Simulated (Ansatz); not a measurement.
Mulliken charges of `O=[C]1[O][Al]1[F]` from ωB97M-V/def2-TZVPP in Ansatz (PBE0-D4/def2-TZVP geometry).

```json
{"atom": "O1", "x (Å)": "1.294", "y (Å)": "-1.110", "z (Å)": "1.377", "charge (e)": "-0.202"}
{"atom": "C2", "x (Å)": "0.601", "y (Å)": "-0.528", "z (Å)": "0.630", "charge (e)": "0.178"}
{"atom": "O3", "x (Å)": "-0.305", "y (Å)": "-0.995", "z (Å)": "-0.287", "charge (e)": "-0.270"}
{"atom": "Al4", "x (Å)": "-0.356", "y (Å)": "0.745", "z (Å)": "-0.425", "charge (e)": "0.561"}
{"atom": "F5", "x (Å)": "-1.184", "y (Å)": "1.815", "z (Å)": "-1.336", "charge (e)": "-0.267"}
```

Problem. By hand: the dipole of these point charges (1 e Å = 4.8032 D).

Solution. Σ q r = (0.044, 0.332, 0.030) e Å, of length 0.336 e Å = 1.61 D.

Problem. How does the dipole of the full density compare? (An estimate is asked.)

Solution. Computed: (-0.204, 0.546, -0.238) e Å, 3.02 D; the point charges give 0.53 times that, at 39° from its direction.

Point charges leave out the atoms' own dipoles, such as those of lone pairs, and Mulliken's split depends on the basis, so the two needn't agree.
